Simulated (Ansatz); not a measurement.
Input file for Ansatz (an electronic-structure program): U-MP2/aug-cc-pV(T+d)Z on CH2Cl (SMILES [CH2]Cl), 2S+1 = 2, atoms moved off the minimum. Files ending in .json are basis or fitting sets from the Basis Set Exchange.

Ansatz 0.2 input:
```yaml
crystal:
  periodic: [false, false, false]
  atoms:
    - {symbol: C, position_ang: [-1.09550213, 0.00375675, -0.01120739]}
    - {symbol: Cl, position_ang: [0.58215697, 0.06208656, 0.02821250]}
    - {symbol: H, position_ang: [-1.60081809, 0.96623432, -0.02928236]}
    - {symbol: H, position_ang: [-1.69905439, -0.93750948, 0.09255046]}
basis:
  gaussian:
    orbitals: aug-cc-pV_T+d_Z.json
magnetization: {spin_polarized: true, initial_magnetization: 1}
correlation: {method: mp2, electrons: outside_noble_gas}
scf: {omitted_lower_state_checks: [cluster_reference]}
output: {forces: true}
```

Program output:

```
WARN ansatz: RAYON_NUM_THREADS=1 ignored (pool sized by the plan → 1); use --threads N
Functional definition: HF
these checks for a lower state are left out or cut short: cluster_reference
integrals: 0.15 GiB planned
843 factors; integrals over basis functions are off by at most 1.1e-3 eV
mean field: 0.39 GiB planned
mean field evaluation 1: about -13564.2876 eV, gradient 1.1e1 eV
mean field evaluation 2: about -13564.2892 eV, gradient 1.1e1 eV
mean field evaluation 4: about -13565.1955 eV, gradient 2.0e0 eV
mean field evaluation 8: about -13565.2580 eV, gradient 1.5e-1 eV
mean field -13565.25850857 eV, -498.5140553276 hartree, gradient 2.9e-6 eV, S^2 0.768874; 0 other end points of the search recorded, 0 dependent functions left out
6 core orbitals not correlated
reference -13565.25850857 eV, -498.5140553276 hartree; 7, 6 occupied and 134, 135 virtual orbitals, 843 factors
densities: 0.50 GiB planned
second order -9.38036365 eV of doubles, -0.00000000 eV of singles
the calculation of the forces begins
Total energy: -13574.63887223 eV, -498.8587773336 hartree
Atom 0 at    -1.095502     0.003757    -0.011207 Å, force    -1.566647    -0.389948     0.084555 eV/Å
Atom 1 at     0.582157     0.062087     0.028213 Å, force     0.120644    -0.314796     0.035475 eV/Å
Atom 2 at    -1.600818     0.966234    -0.029282 Å, force     0.190450    -0.386794    -0.003788 eV/Å
Atom 3 at    -1.699054    -0.937509     0.092550 Å, force     1.255553     1.091538    -0.116242 eV/Å
Dipole moment:    -0.221276    -0.003780     0.014264 e Å
Checks for a lower state left out: cluster_reference
```

The calculation finished and met its thresholds.

Cost: very roughly 4 core-seconds.
